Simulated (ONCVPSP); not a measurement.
# Varying the ONCV potential for V (Z = 23)

Base potential:

V (Z = 23), optimised norm-conserving Vanderbilt (ONCV), made with ONCVPSP 4.0.1 (LDA (Perdew-Wang 92), scalar-relativistic). Core [Ar], reference 3d3 4s2. Waves: 4s: rc 2.95 bohr, ncon 3, nbas 7, qcut 2.1 1/bohr, 2 projectors, debl 3.1 Ha; p scattering state at 0.09 Ha: rc 2.45 bohr, ncon 5, nbas 8, qcut 3.2 1/bohr, 2 projectors, debl 2.6 Ha; 3d: rc 2.20 bohr, ncon 4, nbas 8, qcut 7.4 1/bohr, 2 projectors, debl 3.3 Ha. Local part: polynomial inside 1.85 bohr (lpopt 3, dvloc0 1 Ha). Core correction: none.

In the p channel the program set the typed energies aside and used 0.050, 2.650 Ha.

All-electron outer shells of the reference configuration (LDA (PZ), scalar-relativistic, ld1.x):

| shell | level (eV) | outermost node (bohr) | outermost maximum (bohr) |
| --- | --- | --- | --- |
| 3p | -43.95 | 0.35 | 0.84 |
| 3d | -5.38 | – | 0.88 |
| 4s | -4.85 | 1.17 | 2.72 |

Cutoffs, loose and tight: the cutoffs (Ha) at which the residual kinetic energy of the hardest occupied pseudo-wave falls to 1 and 0.1 mHa per electron. They do not see the model core or the augmentation charge, which bear on the density cutoff. Test errors are all-electron minus pseudo excitation energies from the reference, over the configurations 3d3 4s1; 3d3 4s0; 3d2 4s0; 3d3 4s1.5. A dash means not determined; rows that change the core or the reference have their own tests. The largest error is taken over the tests solved by every variant that gives reliable tests at all: 3d3 4s0; 3d3 4s1; 3d3 4s1.5.

A true bound ghost makes a file unfit for plane-wave use even where its test errors are small: the radial tests pick states by their node count and pass the ghost by.

| change | outcome | cutoff, loose | cutoff, tight | bound ghosts | GHOST(+) flags above zero | largest test error (meV) |
| --- | --- | --- | --- | --- | --- | --- |
| base | generated, projector energies reset by the program | 21 Ha | 23 Ha | none | s | +39 |
| s: qcut 1.5 | generated, projector energies reset by the program | 21 Ha | 23 Ha | none | s | +5.4 |
| all radii scaled by about 0.82 (s 2.42, p 2.00, d 1.80 bohr); local potential polynomial inside 1.52 bohr (lpopt 3, dvloc0 1 Ha) | generated | 24 Ha | 32 Ha | p | s | +78 |
| d: rc 1.72; local potential polynomial inside 1.72 bohr (lpopt 3, dvloc0 1 Ha) | generated, projector energies reset by the program | 26 Ha | 55 Ha | none | s, p | +37 |
| s: qcut 2.9; p: qcut 4.4; d: qcut 10.2 | generated, projector energies reset by the program | 29 Ha | 34 Ha | p | s | +66 |
| p: qcut 1.8 | generated, projector energies reset by the program | 21 Ha | 23 Ha | none | s, p | +39 |
| core [Ne] 3s2, valence charge 11; reference 3p6 3d3 4s2; waves now 4s: rc 2.95 bohr, ncon 4, nbas 7, qcut 2.9 1/bohr, 2 projectors, debl 0.8 Ha; 3p: rc 1.25 bohr, ncon 4, nbas 8, qcut 12.7 1/bohr, 2 projectors, debl 2 Ha; 3d: rc 1.20 bohr, ncon 5, nbas 10, qcut 13.8 1/bohr, 1 projector; local potential polynomial inside 0.90 bohr (lpopt 3, dvloc0 -1 Ha) | generated | 67 Ha | 78 Ha | s | none | +140 |
| core correction Teter function, fcfact 3, rcfact 1.75 | generated, projector energies reset by the program | 21 Ha | 23 Ha | none | s | -362 |
| p: rc 3.06 | generated, projector energies reset by the program | 21 Ha | 23 Ha | none | s | +39 |
| d: nproj 0; local potential the d channel | generated, projector energies reset by the program | 21 Ha | 23 Ha | none | s, p | +27 |
| local potential polynomial inside 1.85 bohr (lpopt 3, dvloc0 7 Ha) | generated, projector energies reset by the program | 21 Ha | 23 Ha | none | s, p | +39 |

What comes out with this change to the base: reference 3d3 4s1.5?

outcome: generated, projector energies reset by the program; cutoff, loose: 21 Ha; cutoff, tight: 23 Ha; bound ghosts: none; GHOST(+) flags above zero: s; largest test error (meV): +45.
